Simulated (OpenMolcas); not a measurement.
I⁴⁺: the spin-orbit constant, worked from levels

```json
{"Program": "OpenMolcas", "Basis": "ANO-RCC-VQZP [8s7p5d3f2g]", "Scalar Hamiltonian": "DKH2, point nucleus", "Active space": "3 electrons in 4 orbitals (5s 5p)", "State averaging": "2S+1 = 4 odd, 1 root; 2S+1 = 2 odd, 11 roots; 2S+1 = 4 even, 3 roots; 2S+1 = 2 even, 9 roots", "Spin-orbit coupling": "RASSI with atomic mean-field integrals over the reference wave functions, term energies averaged over their components"}
```

Methods: CASSCF; MS-CASPT2, IPEA 0.25 Eh, imaginary shift 0.1 Eh (closed shells correlated: 4d).

**The spin-orbit constant.** For the Hund term ²P° of p1, E(J) = (A/2) J(J+1) + constant and ζ = 2S·A = A. From J = 1/2 to J = 3/2 the energy changes by 1.5 A.

| Source | E(3/2) - E(1/2) | A | ζ |
| --- | --- | --- | --- |
| CASSCF | 10487.0 | 6991.3 | 6991 |
| MS-CASPT2 | 10600.9 | 7067.3 | 7067 |

All in cm-1. Both methods take the spin-orbit matrix elements from the reference wave functions, so the second can move ζ only through the term energies and any multistate remixing.

Over all roots computed the reference weight is 0.86 to 0.95 in MS-CASPT2; the roots of lowest weight are the least certain, and an intruder state may touch them. Levels of configurations outside the active space are missing.

° marks odd parity.
